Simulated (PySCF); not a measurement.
Compound: C6H6O3S.
Cartesian coordinates in Å at the PBE0-D3(BJ)/def2-SVP level; atoms count from 1:
```
atom  x, y, z in Å
O1     2.6050   -0.6867    1.1040
S2     2.1450    0.3136    0.1565
O3     2.6434    1.6682    0.1473
O4     2.4457   -0.2691   -1.3300
C5     0.3763    0.3590    0.1907
C6    -0.2795    1.4580   -0.3617
C7    -1.6710    1.4819   -0.3455
C8    -2.3830    0.4238    0.2215
C9    -1.7100   -0.6622    0.7808
C10   -0.3177   -0.7010    0.7698
H11    2.5582   -1.2285   -1.2519
H12    0.3028    2.2801   -0.7820
H13   -2.2031    2.3353   -0.7711
H14   -3.4750    0.4504    0.2346
H15   -2.2714   -1.4810    1.2358
H16    0.2363   -1.5281    1.2181
```

The closed-shell ground state was solved at several levels (PySCF, density fitting, gas phase, non-relativistic).

| level | basis functions | total energy (Eh) | HOMO (eV) | LUMO (eV) | gap (eV) | dipole (D) |
| --- | --- | --- | --- | --- | --- | --- |
| PBE0/pcSseg-1 | 207 | -855.3365 | -8.13 | -1.51 | 6.62 | 4.88 |
| wB97X-D/def2-SVPD | 264 | -855.4580 | -9.93 | 0.14 | 10.07 | 5.03 |

**Question.** What might CAM-B3LYP/pcSseg-1 (207 basis functions) give for the same quantities?

**Answer.** Total energy -855.7944 Eh, HOMO -9.35 eV, LUMO -0.42 eV, gap 8.93 eV, dipole 4.97 D.

**Question.** Over all these levels, which gives the widest orbital gap and which the narrowest?

**Answer.** wB97X-D/def2-SVPD (range-separated hybrid) has the widest, 10.07 eV, and PBE0/pcSseg-1 (global hybrid, 25 % exact exchange) the narrowest, 6.62 eV. Functional and basis both differ between the two, so the spread mixes both effects.

**Question.** How far do the dipole and the HOMO energy spread over the levels?

**Answer.** The dipole runs from 4.88 to 5.03 D (mean 4.96 D) and the HOMO from -9.93 to -8.13 eV.

One conformer stands for the species.

The pairwise dispersion term of wB97X-D wasn't added to the energies; at a given geometry it leaves orbitals and properties as they are.
